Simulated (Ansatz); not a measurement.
`[OH][Zr]([F])([F])[F]` + H₂Se → `[F][Zr]([F])([F])[SeH]` + H₂O at 600 K and 1 bar (ligand exchange at a Zr–O bond).

Program: Ansatz. Geometries: PBE0-D4/def2-TZVP. ΔE: electronic, gas phase. CBS: MP2 limit from def2 TZ/QZ plus the TZ coupled-cluster correction, frozen cores. This one scheme is used for every species. Elements past krypton have def2 core potentials. For Se, Zr outer-core shells are correlated without core-valence functions, which leaves a few kJ/mol of doubt a bond. Scalar relativity is left out up to krypton. Each species was taken in one conformer, which may not be the lowest.

| species | CCSD(T)/CBS energy (Eh) | H − E (kJ/mol) | S (J/(mol·K)) |
| --- | --- | --- | --- |
| `[OH][Zr]([F])([F])[F]` | -422.45878 | 103.7 | 425.7 |
| H₂Se | -2401.89790 | 57.0 | 244.8 |
| `[F][Zr]([F])([F])[SeH]` | -2747.96381 | 93.5 | 469.6 |
| H₂O | -76.37941 | 76.8 | 212.8 |

H − E and S are ideal-gas, rigid-rotor, harmonic terms from PBE0-D4/def2-TZVP, for one conformer and one mirror image of each species. 1 Eh = 2625.50 kJ/mol, R = 8.31446 J/(mol·K).

Q: By hand: ΔE, ΔH, ΔS and ΔG.

A: ΔE = (-2747.96381) + (-76.37941) − (-422.45878) − (-2401.89790) = 0.01346 Eh = 35.3 kJ/mol. Δ(H − E) = 93.5 + 76.8 − 103.7 − 57.0 = 9.6, so ΔH = 44.9 kJ/mol. ΔS = 469.6 + 212.8 − 425.7 − 244.8 = 11.9 J/(mol·K). ΔG = 44.9 − 600 × (11.9)/1000 = 37.8 kJ/mol.

Q: By hand: the equilibrium constant, and the temperature at which ΔG would vanish if ΔH and ΔS stayed fixed.

A: log₁₀ K = −ΔG/(RT ln 10) = -3.3. ΔG = 0 at ΔH/ΔS = 3773 K, far beyond where these terms or the molecules hold.

The number of gas molecules stays the same, so ΔS is small and ΔH decides. A doubt of 5 kJ/mol in ΔE shifts log₁₀ K by 0.4 here. Other conformers and mirror images would add mixing entropy, several J/(mol·K) or more a flexible species. Modes under 60 cm⁻¹, often nearly free rotors, make the harmonic entropy too high. These are equilibria of isolated gas molecules and say nothing of rates. Largest T1 diagnostic: 0.017 (customary marks: 0.02 for closed shells, 0.045 for open ones).
